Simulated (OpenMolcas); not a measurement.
**Pt2+: ligand-field states by method**

Pt2+ with 6 ligands (chloride) in octahedral coordination (Oh) at 2.66 Å. A charge of +0.667 e stands 2.8 Å behind each ligand. Ligand basis ANO-RCC-VDZP.
```
Pt    0.0000    0.0000    0.0000
Cl    2.6600    0.0000    0.0000
Cl    0.0000    2.6600    0.0000
Cl   -2.6600    0.0000    0.0000
Cl    0.0000   -2.6600    0.0000
Cl    0.0000    0.0000    2.6600
Cl    0.0000    0.0000   -2.6600
```

```json
{"Program": "OpenMolcas 26.06", "Basis": "ANO-RCC-VTZP [8s7p5d3f1g]", "Scalar Hamiltonian": "DKH2, point nucleus", "Active space": "8 electrons in 5 orbitals (5d)", "State averaging": "2S+1 = 3 even, 10 roots; 2S+1 = 1 even, 15 roots", "Spin-orbit coupling": "state interaction with AMFI integrals over the reference wave functions"}
```

I. CASSCF
II. SS-CASPT2, IPEA 0.25 Eh, imaginary shift 0.1 Eh (closed shells correlated: 5s 5p and the ligand valence shells)
III. SS-CASPT2, IPEA 0.25 Eh, imaginary shift 0.1 Eh (closed shells correlated: the ligand valence shells only)

Spin-free states (labels of O, the rotations of Oh) in cm-1, each column counted from its own energy of the first state listed:

| State | Degeneracy | I | II | III |
| --- | --- | --- | --- | --- |
| 3A2 | 1 | 0 | 0 | 0 |
| 3T2 | 3 | 8083 | 9950 | 9950 |
| 1E | 2 | 11324 | 6400 | 6790 |
| 3T1 | 3 | 13246 | 15010 | 15090 |
| 1A1 | 1 | 18719 | 12720 | 13310 |
| 1T2 | 3 | 19488 | 17420 | 17780 |
| 3T1 | 3 | 22739 | 22250 | 22340 |
| 1T1 | 3 | 23117 | 20460 | 21100 |
| 1E | 2 | 30419 | 30750 | 31120 |
| 1T2 | 3 | 30708 | 30780 | 31250 |
| 1A1 | 1 | 50847 | 45100 | 44730 |

From I to II, I's first state of the same spin (3T2) moves from 8083 to 9950 cm-1, by about +1900 cm-1.

From I to II, I's first state of another spin (1E) moves from 11324 to 6400 cm-1, by about -4900 cm-1.

χT at 300 K: I 2.09, II 1.98, III 1.98 cm3 K/mol.

The states above are spin-free; spin-orbit coupling is strong here and shifts and splits them by thousands of cm-1.

Roots that are degenerate in the reference are averaged as groups; the widest CASPT2 spread within a group is 480 cm-1 (the 3-fold group of multiplicity 3 near 9950 cm-1 above the lowest state of its run, II). Shifts and gaps below about the spread of the groups concerned are not significant. Over all roots computed the reference weight is 0.64 to 0.65 in II, 0.66 to 0.67 in III; a low but even weight reflects the number of correlated electrons. Real 4d8 and 5d8 ions are as a rule square planar and diamagnetic. Ligand-to-metal charge-transfer states are missing. With no ligand orbital active B as a rule stays too high, so bands that hang on it stand too high and its fall with covalency is understated. Without dynamic correlation the repulsion within the d shell is too large (B by tens of per cent), so at a given field states of lower spin stand too high (holds for I). With metal d orbitals alone the field can be off either way by tens of per cent (holds for I). These CASPT2 states fit no ligand-field parameters well, so their order and spin gaps are uncertain (holds for II; III). With one d shell and no ligand orbital active, 10Dq can be off by a tenth or more (holds for II; III). The distance lies 4 % over the 2.56 Å that this model takes as the normal distance (a Shannon-type radius plus a fixed donor radius); by an R⁻⁵ law this alone changes a d-shell field by about -17 %. No measured value stands beside these numbers; the geometry is a model, was not optimised and need not be the one that this ion takes.
